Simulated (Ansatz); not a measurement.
`[OH][Ge]([Cl])([Cl])[Cl]` and `[SiH3][Ge]([Cl])([Cl])[Cl]` differ in one atom or group.

Ansatz, PBE0-D4/def2-TZVP geometries, multiplicity 1. Each molecule was computed in one conformer, which needn't be the lowest.

Scalar relativity is left out up to krypton.

| property | `[OH][Ge]([Cl])([Cl])[Cl]` |
| --- | --- |
| size of the dipole moment (B3LYP/def2-TZVPP) / D | 1.41 |
| HOMO energy (ωB97M-V/def2-TZVPP) / eV | -11.77 |
| HOMO–LUMO gap (B3LYP/def2-TZVPP) / eV | 7.19 |
| LUMO energy (B3LYP/def2-TZVPP) / eV | -2.00 |
| LUMO energy (PBE/def2-TZVPP) / eV | -2.68 |
| HOMO energy (PBE0/def2-TZVPP) / eV | -9.50 |

**Question.** Give the same properties after the change, and the shifts. (Best estimate.)

**Answer.** The calculation gave: 
| property | `[SiH3][Ge]([Cl])([Cl])[Cl]` | shift |
| --- | --- | --- |
| size of the dipole moment (B3LYP/def2-TZVPP) / D | 2.90 | 1.49 |
| HOMO energy (ωB97M-V/def2-TZVPP) / eV | -10.69 | 1.08 |
| HOMO–LUMO gap (B3LYP/def2-TZVPP) / eV | 6.68 | -0.51 |
| LUMO energy (B3LYP/def2-TZVPP) / eV | -1.76 | 0.24 |
| LUMO energy (PBE/def2-TZVPP) / eV | -2.42 | 0.26 |
| HOMO energy (PBE0/def2-TZVPP) / eV | -8.68 | 0.82 |

With PBE0 the HOMO rises by 0.82 eV and the LUMO rises by 0.18 eV, so the gap narrows by about 0.64 eV. PBE moves the HOMO by 0.52 eV and ωB97M-V by 1.08 eV. The zero-point energy changes by 29.6 kJ/mol with +6 modes. Dipoles are sizes alone; their direction can turn.

B3LYP here is the variant with VWN-RPA as its local correlation; programs differ in this.
